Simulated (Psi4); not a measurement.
HSZn (SMILES [SH][Zn+]), charge +1, singlet, at a GFN2-xTB geometry (such geometries of metal compounds can be far from the true shape); B3LYP/6-31G* (Psi4).

Psi4 was given this input:
```
memory 2 GB

molecule {
1 1
  Zn   -0.36132780   -0.65142862   -0.26440656
  S     0.58625743    1.18634901    0.41826102
  H     1.45971500    0.56127429    1.24002068
}

set basis 6-31g*

energy('b3lyp')
print_variables()
```

It wrote (shortened):

```
   => Loading Basis Set <=

    Name: 6-31G*
    Role: ORBITAL
    Keyword: BASIS

         ---------------------------------------------------------
                                   SCF
               by Justin Turney, Rob Parrish, Andy Simmonett
                          and Daniel G. A. Smith
                              RKS Reference
         ---------------------------------------------------------

  ==> Geometry <==

    Molecular point group: cs
    Full point group: Cs

    Geometry (in Angstrom), charge = 1, multiplicity = 1:

       Center              X                  Y                   Z               Mass
    ------------   -----------------  -----------------  -----------------  -----------------
         ZN          -0.408004674132    -0.620127111936     0.000000000000    63.929142010000
         S            0.754259026315     1.221210038302     0.000000000000    31.972071174400
         H            1.952884099046     0.594924635312     0.000000000000     1.007825032230

  Running in cs symmetry.

  Rotational constants: A =      9.53142  B =      0.16283  C =      0.16009 [cm^-1]
  Rotational constants: A = 285744.66835  B =   4881.51888  C =   4799.52617 [MHz]
  Nuclear repulsion =  128.891030037270781

  Charge       = 1
  Multiplicity = 1
  Electrons    = 46
  Nalpha       = 23
  Nbeta        = 23

  ==> Algorithm <==

  SCF Algorithm Type is DF.
  DIIS enabled.
  MOM disabled.
  Fractional occupation disabled.
  Guess Type is SAD.
  Energy threshold   = 1.00e-06
  Density threshold  = 1.00e-06
  Integral threshold = 1.00e-12

  ==> Primary Basis <==

  Basis Set: 6-31G*
    Blend: 6-31G*
    Number of shells: 22
    Number of basis functions: 60
    Number of Cartesian functions: 60
    Spherical Harmonics?: false
    Max angular momentum: 3

  ==> DFT Potential <==

   => LibXC <=

    Version 7.1.2
    S. Lehtola, C. Steigemann, M. J. T. Oliveira, and M. A. L. Marques,  SoftwareX 7, 1–5 (2018) (10.1016/j.softx.2017.11.002)

   => Composite Functional: B3LYP <=

    B3LYP Hyb-GGA Exchange-Correlation Functional

    P. J. Stephens, F. J. Devlin, C. F. Chabalowski, and M. J. Frisch,  J. Phys. Chem. 98, 11623 (1994) (10.1021/j100096a001)

    Deriv               =              1
    GGA                 =           TRUE
    Meta                =          FALSE

    Exchange Hybrid     =           TRUE
    MP2 Hybrid          =          FALSE

   => Exchange Functionals <=

    0.0800   Slater exchange
    0.7200         Becke 88
[...]
   @DF-RKS iter   7: -2177.59641766057712   -8.22312e-04   5.13484e-04 DIIS/ADIIS
   @DF-RKS iter   8: -2177.59675828256240   -3.40622e-04   4.68458e-05 DIIS
   @DF-RKS iter   9: -2177.59676101747573   -2.73491e-06   1.16109e-05 DIIS
   @DF-RKS iter  10: -2177.59676114914737   -1.31672e-07   2.00328e-06 DIIS
   @DF-RKS iter  11: -2177.59676115226648   -3.11911e-09   5.84947e-07 DIIS
  Energy and wave function converged.

  ==> Post-Iterations <==

   Electrons on quadrature grid:
      Ntotal   =   46.0000081441 ; deviation = 8.144e-06

    Orbital Energies [Eh]
    ---------------------

    Doubly Occupied:

[...]
    Virtual:

[...]
      43Ap    46.991939

    Final Occupation by Irrep:
             Ap   App
    DOCC [    17,    6 ]
    NA   [    17,    6 ]
    NB   [    17,    6 ]

  @DF-RKS Final Energy: -2177.59676115226648

   => Energetics <=

    Nuclear Repulsion Energy =            128.8910300372707809
    One-Electron Energy =               -3277.7907845108711626
    Two-Electron Energy =                1049.4171625150261207
    DFT Exchange-Correlation Energy =     -78.1141691936923337
    Empirical Dispersion Energy =           0.0000000000000000
    VV10 Nonlocal Energy =                  0.0000000000000000
    Total Energy =                      -2177.5967611522664811

Computation Completed

Properties will be evaluated at   0.000000,   0.000000,   0.000000 [a0]

Properties computed using the SCF density matrix

 Multipole Moments:

 ------------------------------------------------------------------------------------
     Multipole            Electronic (a.u.)      Nuclear  (a.u.)        Total (a.u.)
 ------------------------------------------------------------------------------------

 L = 1.  Multiply by 2.5417464519 to convert [e a0] to [Debye]
 Dipole X            :         -3.8312029            3.3653911           -0.4658118
 Dipole Y            :         -4.3302582            2.8921727           -1.4380855
 Dipole Z            :          0.0000000            0.0000000            0.0000000
 Magnitude           :                                                    1.5116450

 ------------------------------------------------------------------------------------

  Variable Map:
  ----------------------------------------------------------------------------
[...]
  Array Variable Map:
  ----------------------------------------------------------------------------
[...]
[...]
```
